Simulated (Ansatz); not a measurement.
CH8AlNSi2 can be A, `[SiH3][SiH2][N]1[CH2][AlH]1`, or B, `[AlH2][SiH]1C[SiH2]N1`.

Isolated molecules relaxed with PBE0-D4/def2-TZVP in Ansatz; ΔE leaves out vibrations. CBS: MP2 limit from def2 TZ/QZ plus the TZ coupled-cluster correction, frozen cores. DFT in def2-TZVPP. B3LYP here is the variant with VWN-RPA as its local correlation; programs differ in this. Each species was taken in one conformer, which may not be the lowest.

Which is lower in electronic energy at CCSD(T)/CBS, and by how much? (Estimate.)

Computed: B, by 38.8 kcal/mol.

Give E(B) − E(A) in kcal/mol with CCSD/def2-TZVPP, B3LYP-D4, r2SCAN-D4, PBE0-D4, CCSD(T)/def2-TZVPP, MP2/def2-TZVPP, PBE-D4. (Best estimate.)

Computed: CCSD/def2-TZVPP -38.6, B3LYP-D4 -36.2, r2SCAN-D4 -37.2, PBE0-D4 -39.4, CCSD(T)/def2-TZVPP -37.8, MP2/def2-TZVPP -38.5, PBE-D4 -36.2. None reverses the order clearly.

Largest T1 diagnostic: 0.014.

From PBE to PBE0 (25 % exact exchange), in def2-TZVPP and without D4, E(B) − E(A) moves by −3.3 kcal/mol. In def2-TZVPP, CCSD(T) changes the Hartree–Fock value by +3.3 kcal/mol (the triples alone add +0.8 kcal/mol) and MP2 by +2.5 kcal/mol.
